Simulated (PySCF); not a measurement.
Molecule: `C=C1C(=C)[C@@H](OC)[C@@H]1F`, C₇H₉FO.

Atom-mapped SMILES (the numbers label the heavy atoms): `[CH2:1]=[C:2]1[C:3](=[CH2:4])[C@@H:5]([O:6][CH3:7])[C@@H:8]1[F:9]`. Hydrogens are named by the atom that carries them. Ha(C4) is cis to C2; Ha(C1) is cis to C3; Hb(C4) is trans to C2; Hb(C1) is trans to C3.

Geometry GFN2-xTB throughout; GIAO in PySCF 2.14.0 with density-fitted response routines, gas phase, one conformer, non-relativistic; equivalent atoms averaged; basis pcSseg-1.

Q: How do the absolute shieldings σ depend on the functional? (a selection of nuclei; ppm; last column core-seconds on shared hosts with different chips, so compare them loosely; the GGAs took longer than the global hybrids here, which isn't the general rule, and the cause wasn't traced)

A: 
| functional | kind | C2 | C1 | C4 | C5 | O6 | F9 | Hb(C4) | H(C8) | H(C7) | core-s |
| --- | --- | --- | --- | --- | --- | --- | --- | --- | --- | --- | --- |
| HF | Hartree–Fock | 45.3 | 74.7 | 75.5 | 115.5 | 323.4 | 407.5 | 26.44 | 27.07 | 28.70 | 27 |
| revPBE | GGA | 33.2 | 69.8 | 69.6 | 92.8 | 274.7 | 350.5 | 26.18 | 26.36 | 28.07 | 95 |
| PBE0 | global hybrid | 35.3 | 69.2 | 69.3 | 99.0 | 292.1 | 369.4 | 26.02 | 26.41 | 28.10 | 35 |
| B97-2 | global hybrid | 37.7 | 71.4 | 71.5 | 99.4 | 289.1 | 368.4 | 26.20 | 26.51 | 28.22 | 53 |

Q: Which nucleus among those listed moves most, in ppm?

A: F9 (fluorine on an sp3 carbon): from 350.5 ppm with revPBE to 407.5 ppm with HF. The smallest spread is 0.42 ppm, at Hb(C4). Proton shifts span only some 12 ppm, so a few tenths of a ppm matter as much there as several ppm in carbon.
